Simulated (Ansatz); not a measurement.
Computed with Ansatz on PBE0-D4/def2-TZVP structures; ΔE is electronic, products minus reactants. CCSD(T)/CBS is the MP2 limit (def2-TZVPP, def2-QZVPP) plus CCSD(T) − MP2 in def2-TZVPP, frozen cores. Functionals use def2-TZVPP. For Ge, Ti outer-core shells are correlated without core-valence functions, which leaves a few kJ/mol of doubt a bond. Scalar relativity is left out up to krypton. Each species was taken in one conformer, which may not be the lowest.

Consider the redistribution: `[OH][Ti]([OH])([Cl])[Cl]` + `C#[C][GeH2][Cl]` → `[OH][Ti]([Cl])([Cl])[Cl]` + `C#[C][GeH2][OH]`.

```csv
level,ΔE (kJ/mol)
CAM-B3LYP-D4,33.3
PBE,29.2
r2SCAN0,30.2
BHLYP,33.0
MP2/def2-SVP,30.1
CCSD/def2-SVP,41.9
MP2/def2-TZVPP,20.1
CCSD/CBS(def2),31.3
```

Task: What does CCSD(T)/CBS give? (Estimate.)

Result: Ansatz gave: +25.4 kJ/mol. The listed levels differ from it by 7.9, 3.8, 4.8, 7.6, 4.7, 16.5, -5.3, 5.9 kJ/mol.

Largest T1 diagnostic among the species: 0.024, so the coupled-cluster value is less sure than usual.

In def2-TZVPP, CCSD(T) changes the Hartree–Fock value by −11.5 kJ/mol (the triples alone add −5.9 kJ/mol) and MP2 by −17.5 kJ/mol. Leaving LDA and LC-ωPBE aside and taking each functional with its dispersion term where it has one, the values, not all of them listed here, spread over 10.9 kJ/mol, from B2PLYP to ωB97X-V. At CCSD(T), def2-SVP lies +8.1 kJ/mol from the extrapolated value and def2-TZVPP +0.8 kJ/mol.
